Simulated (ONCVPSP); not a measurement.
**Varying the ONCV potential for titanium (Ti)**

Base potential:

ONCVPSP 4.0.1 input, shortened (lines: element, Z, core and valence counts, functional; n l f; lmax; l rc ep ncon nbas qcut; lloc lpopt rc5 dvloc0; l nproj debl; icmod fcfact rcfact), PBE, scalar-relativistic:

```
  Ti 22.00    3    4        4      upf
    1    0    2.00
    2    0    2.00
    2    1    6.00
    3    0    2.00
    3    1    6.00
    3    2    3.00
    4    0    1.00
    2
    0    1.90    0.00    5    9    6.00
    1    1.70    0.00    5    8    8.90
    2    2.00    0.00    4    9    6.30
    4    4    1.35    2.00
    0    2    2.30
    1    3    1.60
    2    2    3.40
    3    4.25    1.70
```

Cutoffs, loose and tight: the cutoffs (Ha) at which the residual kinetic energy of the hardest occupied pseudo-wave falls to 1 and 0.1 mHa per electron. They do not see the model core or the augmentation charge, which bear on the density cutoff. Test errors are all-electron minus pseudo excitation energies from the reference, over the configurations 3s2 3p6 3d2 4s2; 3s2 3p6 3d2 4s1; 3s2 3p6 3d2 4s0; 3s2 3p6 3d2.5 4s1.5. A dash means not determined; rows that change the core or the reference have their own tests. The largest error is taken over the tests solved by every variant that gives reliable tests at all: 3s2 3p6 3d2 4s1; 3s2 3p6 3d2 4s2; 3s2 3p6 3d2.5 4s1.5.

For the base: The cutoffs count occupied waves only; projector 2 of the d channel, the hardest unoccupied one, needs 67 Ha at the loose tolerance.

| change | outcome | cutoff, loose | cutoff, tight | bound ghosts | GHOST(+) flags above zero | largest test error (meV) |
| --- | --- | --- | --- | --- | --- | --- |
| base | generated | 20 Ha | 37 Ha | none | none | +39 |
| local potential polynomial inside 1.40 bohr (lpopt 5, dvloc0 0 Ha) | generated | 20 Ha | 37 Ha | none | none | +39 |
| core correction Teter function, fcfact 5.25, rcfact 1.7 | generated | 20 Ha | 37 Ha | none | none | +39 |
| d: debl 0.95 | generated | 20 Ha | 37 Ha | none | none | +40 |
| s: qcut 3.6 | generated | 20 Ha | 37 Ha | none | none | +38 |
| core correction Teter function, fcfact 5.3, rcfact 1.7 | generated | 20 Ha | 37 Ha | none | none | +39 |
| p: ncon 3, nbas 6 | generated | 20 Ha | 37 Ha | none | none | +39 |
| s: qcut 6.4 | generated | 20 Ha | 37 Ha | none | none | +39 |
| p: nproj 2 | generated | 20 Ha | 37 Ha | none | none | +39 |

Problem. What comes out with this change to the base: all radii but the core radius scaled by about 1.05 (s 2.00, p 1.80, d 2.10 bohr); local potential polynomial inside 1.42 bohr (lpopt 4, dvloc0 2 Ha)?

Solution. outcome: generated; cutoff, loose: 20 Ha; cutoff, tight: 24 Ha; bound ghosts: none; GHOST(+) flags above zero: none; largest test error (meV): +45.

Problem. What comes out with this change to the base: d: rc 2.24?

Solution. outcome: generated; cutoff, loose: 20 Ha; cutoff, tight: 24 Ha; bound ghosts: none; GHOST(+) flags above zero: none; largest test error (meV): +56.
